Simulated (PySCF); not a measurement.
**C3H10Si**

The system: C3H10Si, a small molecule; neutral, singlet. The structure, one conformer, was relaxed in the gas phase by PBE0-D3(BJ)/def2-SVP. No frequency run checks that it is a minimum.

SMILES: C[SiH](C)C

Coordinates in Å:
```
C1     -1.544   -0.890   -0.138
Si2     0.056   -0.107    0.471
C3     -0.039    1.767    0.322
C4      1.520   -0.763   -0.514
H5     -1.721   -0.648   -1.199
H6     -2.408   -0.526    0.440
H7     -1.512   -1.986   -0.042
H8      0.249   -0.467    1.915
H9      0.865    2.245    0.731
H10    -0.137    2.073   -0.732
H11    -0.907    2.165    0.871
H12     1.618   -1.855   -0.404
H13     1.402   -0.541   -1.587
H14     2.463   -0.305   -0.177
```

Shieldings: GIAO PBE0/pcSseg-2. Shifts are against computed references at the same level: C TMS (σ 184.1 ppm), H TMS (σ 31.24 ppm), Si TMS (σ 341.3 ppm). Core levels by delta-SCF with SCAN, pcX-2 on the ionised atom and pcseg-1 elsewhere, spin-free X2C (2p3/2 is the spin-free 2p value less a third of a first-order spin-orbit splitting); from the vacuum level, for chosen atoms.

(1) Give the shieldings and core levels atom by atom.

(2) By CAM-B3LYP/def2-SVPD (TDDFT singlets, Tamm-Dancoff triplets, ionisation by delta-SCF), where does absorption start, and what does vertical ionisation take?

Results:

(1) 
```
      atoms   bonded to  σ (ppm)  δ (ppm)  core level (eV)
   C1 C3 C4  1 Si + 3 H    186.2     -2.1        1s 289.97
        Si2   3 C + 1 H    357.7    -16.4     2p3/2 106.02
   H5 H6 H7         1 C    31.17     0.08                -
         H8        1 Si    26.90     4.34                -
 H9 H10 H11         1 C    31.17     0.08                -
H12 H13 H14         1 C    31.17     0.08                -
```

Values are those of this one static structure, with the three H of a rotating XH3 group averaged; atoms that internal rotation interchanges would show their mean in an NMR spectrum.

(2) The lowest singlet lies at 8.23 eV (f 0.088), the lowest triplet at 8.00 eV; vertical ionisation takes 10.75 eV.

The 3 runs behind this took 80 s in all, one thread each of Intel Xeon 6975P-C on a shared host, launched as `OMP_NUM_THREADS=1 python cluster_run.py task.json out`.
